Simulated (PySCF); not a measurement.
# Tl(60+): ionisation energy

Tl(60+) [Ar] 3d3 [3d3/2^3, M_J = 3/2] → Tl(61+) [Ar] 3d2 [3d3/2^2, M_J = 2], as a difference of total energies. All numbers are calculated (PySCF 2.14, the two-component X2C-1e Hamiltonian, in an even-tempered Gaussian basis (15 s from 19 bohr⁻², ratio 2.8; 13 p from 24 bohr⁻², ratio 2.8; 8 d from 24 bohr⁻², ratio 2.8; 3 f from 78 bohr⁻², ratio 3)). Correlated levels: [Ne] frozen; the 78 highest virtual spinors dropped. "Screened" scales the spin-orbit matrix elements by Boettger's factors to mimic the two-electron term; Breit and QED terms are absent.

```csv
method,ionisation energy (eV)
GHF (spin-free),6343.1
GMP2 (spin-free),6342.8
GHF (screened spin-orbit),6396.4
GMP2 (screened spin-orbit),6397.2
```

Breit and QED terms and the two-electron picture change are absent.

The spin-free rows relax to the high-spin LS determinant and lack the spin-orbit shift.

The labels give the starting determinants; with spin-orbit coupling the two ends relaxed to ⟨J²⟩ = 3.76, ⟨L²⟩ = 7.56, ⟨S²⟩ = 2.09 and ⟨J²⟩ = 6.01, ⟨L²⟩ = 10.10, ⟨S²⟩ = 1.56.

For comparison: 6392 ± 10 eV (theoretical estimate listed by NIST; NIST Atomic Spectra Database, ionization energies).
